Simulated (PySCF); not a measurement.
Isomers of C6H10O4.

All values: PBE0/pcSseg-1 (PySCF) at GFN2-xTB geometries, gas phase, one conformer each.

(1) Rank by dipole moment, highest first.
A. `[CH3:1][O:2][C:3](=[O:4])[C:5](=[O:6])[O:7][CH:8]([CH3:9])[CH3:10]` with C1–O2–C3–O4 -1°, O2–C3–C5–O6 -44°, C3–C5–O7–C8 178°, C5–O7–C8–C9 -81°
B. `[CH3:1][O:2][C@@H:3]1[O:4][CH2:5][CH2:6][C@@H:7]1[O:8][CH:9]=[O:10]` with C1–O2–C3–O4 -74°, C6–C7–O8–C9 180°, C7–O8–C9–O10 -4°, O2–C3–O4–C5 -81°, C3–O4–C5–C6 -40°, O4–C5–C6–C7 26°, C5–C6–C7–O8 115°
C. `[CH3:1][CH2:2][O:3][C:4](=[O:5])[C@H:6]([CH3:7])[O:8][CH:9]=[O:10]` with C1–C2–O3–C4 -83°, C2–O3–C4–O5 1°, O3–C4–C6–C7 -90°, C4–C6–O8–C9 -58°, C6–O8–C9–O10 -3°
D. `[CH3:1][O:2][C:3](=[O:4])[CH2:5][CH2:6][O:7][C:8]([CH3:9])=[O:10]` with C1–O2–C3–O4 -1°, O2–C3–C5–C6 -175°, C3–C5–C6–O7 -175°, C5–C6–O7–C8 -76°, C6–O7–C8–C9 -179°
E. `[CH3:1][CH2:2][O:3][C:4](=[O:5])[C:6](=[O:7])[O:8][CH2:9][CH3:10]` with C1–C2–O3–C4 89°, C2–O3–C4–O5 0°, O3–C4–C6–O7 -40°, C4–C6–O8–C9 178°, C6–O8–C9–C10 83°

(2) Rank by LUMO energy, highest first.
A. `[CH3:1][O:2][C@@H:3]1[O:4][CH2:5][CH2:6][C@@H:7]1[O:8][CH:9]=[O:10]` with C1–O2–C3–O4 -74°, C6–C7–O8–C9 180°, C7–O8–C9–O10 -4°, O2–C3–O4–C5 -81°, C3–O4–C5–C6 -40°, O4–C5–C6–C7 26°, C5–C6–C7–O8 115°
B. `[CH3:1][CH2:2][O:3][C:4](=[O:5])[C@H:6]([CH3:7])[O:8][CH:9]=[O:10]` with C1–C2–O3–C4 -83°, C2–O3–C4–O5 1°, O3–C4–C6–C7 -90°, C4–C6–O8–C9 -58°, C6–O8–C9–O10 -3°
C. `[CH3:1][CH2:2][CH2:3][O:4][C:5](=[O:6])[C:7](=[O:8])[O:9][CH3:10]` with C1–C2–C3–O4 66°, C2–C3–O4–C5 -109°, C3–O4–C5–O6 -2°, O4–C5–C7–O8 32°, C5–C7–O9–C10 -178°
D. `[CH3:1][O:2][C:3](=[O:4])[C:5](=[O:6])[O:7][CH:8]([CH3:9])[CH3:10]` with C1–O2–C3–O4 -1°, O2–C3–C5–O6 -44°, C3–C5–O7–C8 178°, C5–O7–C8–C9 -81°

(3) Rank by the highest Hirshfeld charge on any atom, lowest value first.
A. `[CH3:1][O:2][C@@H:3]1[O:4][CH2:5][CH2:6][C@@H:7]1[O:8][CH:9]=[O:10]` with C1–O2–C3–O4 -74°, C6–C7–O8–C9 180°, C7–O8–C9–O10 -4°, O2–C3–O4–C5 -81°, C3–O4–C5–C6 -40°, O4–C5–C6–C7 26°, C5–C6–C7–O8 115°
B. `[CH3:1][O:2][C:3](=[O:4])[CH2:5][CH2:6][O:7][C:8]([CH3:9])=[O:10]` with C1–O2–C3–O4 -1°, O2–C3–C5–C6 -175°, C3–C5–C6–O7 -175°, C5–C6–O7–C8 -76°, C6–O7–C8–C9 -179°
C. `[CH3:1][CH2:2][O:3][C:4](=[O:5])[C@H:6]([CH3:7])[O:8][CH:9]=[O:10]` with C1–C2–O3–C4 -83°, C2–O3–C4–O5 1°, O3–C4–C6–C7 -90°, C4–C6–O8–C9 -58°, C6–O8–C9–O10 -3°

Answers

(1) C (2.62 D), D (2.15 D), B (1.93 D), E (1.67 D), A (1.41 D).

(2) A (0.31 eV), B (0.04 eV), D (-1.09 eV), C (-1.31 eV).

(3) A (+0.173 e), C (+0.203 e), B (+0.221 e).

All values together:

```
                 SMILES  μ (D)  HOMO (eV)  LUMO (eV)  lowest IAO charge (e)  highest IAO charge (e)  lowest Hirshfeld charge (e)  highest Hirshfeld charge (e)
       CCOC(=O)C(=O)OCC   1.67      -7.80      -1.19             -0.440 (O)              +0.478 (C)                   -0.246 (O)                    +0.202 (C)
CO[C@@H]1OCC[C@@H]1OC=O   1.93      -7.85       0.31             -0.457 (O)              +0.411 (C)                   -0.253 (O)                    +0.173 (C)
   CCOC(=O)[C@H](C)OC=O   2.62      -8.09       0.04             -0.463 (O)              +0.513 (C)                   -0.253 (O)                    +0.203 (C)
     COC(=O)C(=O)OC(C)C   1.41      -7.83      -1.09             -0.442 (O)              +0.480 (C)                   -0.250 (O)                    +0.203 (C)
       CCCOC(=O)C(=O)OC   1.41      -7.87      -1.31             -0.437 (O)              +0.477 (C)                   -0.247 (O)                    +0.203 (C)
       COC(=O)CCOC(C)=O   2.15      -8.04       0.30             -0.477 (C)              +0.528 (C)                   -0.256 (O)                    +0.221 (C)
```

Conformers: `[CH3:1][CH2:2][O:3][C:4](=[O:5])[C:6](=[O:7])[O:8][CH2:9][CH3:10]` with C1–C2–O3–C4 89°, C2–O3–C4–O5 0°, O3–C4–C6–O7 -40°, C4–C6–O8–C9 178°, C6–O8–C9–C10 83°; `[CH3:1][O:2][C@@H:3]1[O:4][CH2:5][CH2:6][C@@H:7]1[O:8][CH:9]=[O:10]` with C1–O2–C3–O4 -74°, C6–C7–O8–C9 180°, C7–O8–C9–O10 -4°, O2–C3–O4–C5 -81°, C3–O4–C5–C6 -40°, O4–C5–C6–C7 26°, C5–C6–C7–O8 115°; `[CH3:1][CH2:2][O:3][C:4](=[O:5])[C@H:6]([CH3:7])[O:8][CH:9]=[O:10]` with C1–C2–O3–C4 -83°, C2–O3–C4–O5 1°, O3–C4–C6–C7 -90°, C4–C6–O8–C9 -58°, C6–O8–C9–O10 -3°; `[CH3:1][O:2][C:3](=[O:4])[C:5](=[O:6])[O:7][CH:8]([CH3:9])[CH3:10]` with C1–O2–C3–O4 -1°, O2–C3–C5–O6 -44°, C3–C5–O7–C8 178°, C5–O7–C8–C9 -81°; `[CH3:1][CH2:2][CH2:3][O:4][C:5](=[O:6])[C:7](=[O:8])[O:9][CH3:10]` with C1–C2–C3–O4 66°, C2–C3–O4–C5 -109°, C3–O4–C5–O6 -2°, O4–C5–C7–O8 32°, C5–C7–O9–C10 -178°; `[CH3:1][O:2][C:3](=[O:4])[CH2:5][CH2:6][O:7][C:8]([CH3:9])=[O:10]` with C1–O2–C3–O4 -1°, O2–C3–C5–C6 -175°, C3–C5–C6–O7 -175°, C5–C6–O7–C8 -76°, C6–O7–C8–C9 -179°.
